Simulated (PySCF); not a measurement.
## How methods differ on the excitation energy of Hf²⁺

Hf²⁺ [Xe] 4f14 5d2 (3F) → Hf²⁺ [Xe] 4f14 5d1 6p1 (high-spin determinant), as a difference of total energies. Computed with PySCF 2.14 in aug-cc-pVDZ-PP with ECP60MDF, with a scalar-relativistic core potential. Correlated levels: valence: 5s2 5p6 frozen. The calculations carry no spin-orbit coupling.

| method | excitation energy (cm⁻¹) |
| --- | --- |
| UHF | 45895 |
| MP2 (valence) | 45807 |
| SCS-MP2 (valence) | 45865 |
| CCSD (valence) | 45340 |

With two correlated electrons CCSD is exact in that space.

The coupled-cluster amplitudes are large for the upper state (T1 above 0.03 or a double amplitude above 0.15), so a single reference is strained.

The determinant of the upper state mixes LS terms, which raises its energy above the lowest term, most at the Hartree-Fock and MP2 levels.
